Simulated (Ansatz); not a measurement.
Species, as SMILES: [GaH] (GaH) (closed-shell singlet).
Atoms: Ga1, H2. Bonds: Ga1-H2.

Basis-set convergence of the optimised Ga1-H2 bond length at PBE0 with Ansatz (a first-principles code). All functions are spherical. The program fits the integrals of some runs and decomposes those of others, by size. No added dispersion term, no relativity. Reference: the value in aug-cc-pV5Z, 1.6767 Å, itself unsure by roughly 0.0002 Å (its mean distance from pcseg-4, aug-pcseg-3, aug-cc-pVQZ). Deviations are taken from unrounded values.

```json
[
 {"basis": "cc-pVDZ", "functions": "32", "optimised Ga1-H2 bond length (Å)": "1.6876"},
 {"basis": "aug-cc-pVDZ", "functions": "45", "optimised Ga1-H2 bond length (Å)": "1.6860"},
 {"basis": "pcseg-1", "functions": "32", "optimised Ga1-H2 bond length (Å)": "1.6803"},
 {"basis": "aug-pcseg-1", "functions": "45", "optimised Ga1-H2 bond length (Å)": "1.6807"},
 {"basis": "def2-SVP", "functions": "37", "optimised Ga1-H2 bond length (Å)": "1.6832"},
 {"basis": "def2-SVPD", "functions": "46", "optimised Ga1-H2 bond length (Å)": "1.6816"},
 {"basis": "def2-TZVP", "functions": "54", "optimised Ga1-H2 bond length (Å)": "1.6814"},
 {"basis": "def2-TZVPD", "functions": "63", "optimised Ga1-H2 bond length (Å)": "1.6811"},
 {"basis": "cc-pVTZ", "functions": "57", "optimised Ga1-H2 bond length (Å)": "1.6801"},
 {"basis": "aug-cc-pVTZ", "functions": "82", "optimised Ga1-H2 bond length (Å)": "1.6798"},
 {"basis": "pcseg-2", "functions": "57", "optimised Ga1-H2 bond length (Å)": "1.6806"},
 {"basis": "aug-pcseg-2", "functions": "82", "optimised Ga1-H2 bond length (Å)": "1.6783"},
 {"basis": "def2-TZVPP", "functions": "62", "optimised Ga1-H2 bond length (Å)": "1.6811"},
 {"basis": "def2-TZVPPD", "functions": "71", "optimised Ga1-H2 bond length (Å)": "1.6808"},
 {"basis": "cc-pVQZ", "functions": "98", "optimised Ga1-H2 bond length (Å)": "1.6773"},
 {"basis": "aug-cc-pVQZ", "functions": "139", "optimised Ga1-H2 bond length (Å)": "1.6769"},
 {"basis": "pcseg-3", "functions": "101", "optimised Ga1-H2 bond length (Å)": "1.6771"},
 {"basis": "aug-pcseg-3", "functions": "142", "optimised Ga1-H2 bond length (Å)": "1.6769"},
 {"basis": "def2-QZVPP", "functions": "119", "optimised Ga1-H2 bond length (Å)": "1.6770"},
 {"basis": "def2-QZVPPD", "functions": "128", "optimised Ga1-H2 bond length (Å)": "1.6769"},
 {"basis": "cc-pV5Z", "functions": "159", "optimised Ga1-H2 bond length (Å)": "1.6768"},
 {"basis": "aug-cc-pV5Z", "functions": "220", "optimised Ga1-H2 bond length (Å)": "1.6767"}
]
```

What the diffuse functions change, pair by pair:
- cc-pVDZ to aug-cc-pVDZ: 13 more functions, deviation 0.0109 to 0.0093 Å
- pcseg-1 to aug-pcseg-1: 13 more functions, deviation 0.0036 to 0.0040 Å
- def2-SVP to def2-SVPD: 9 more functions, deviation 0.0065 to 0.0049 Å
- def2-TZVP to def2-TZVPD: 9 more functions, deviation 0.0047 to 0.0044 Å
- cc-pVTZ to aug-cc-pVTZ: 25 more functions, deviation 0.0034 to 0.0031 Å
- pcseg-2 to aug-pcseg-2: 25 more functions, deviation 0.0039 to 0.0016 Å
- def2-TZVPP to def2-TZVPPD: 9 more functions, deviation 0.0044 to 0.0040 Å
- cc-pVQZ to aug-cc-pVQZ: 41 more functions, deviation 0.0006 to 0.0002 Å
- pcseg-3 to aug-pcseg-3: 41 more functions, deviation 0.0004 to 0.0002 Å
- def2-QZVPP to def2-QZVPPD: 9 more functions, deviation 0.0003 to 0.0002 Å
- cc-pV5Z to aug-cc-pV5Z: 61 more functions, deviation 0.0001 to 0.0000 Å

Leaving out the reference's own pair, they bring the value nearer the reference by more than 0.0002 Å in 7 of 10 pairs.
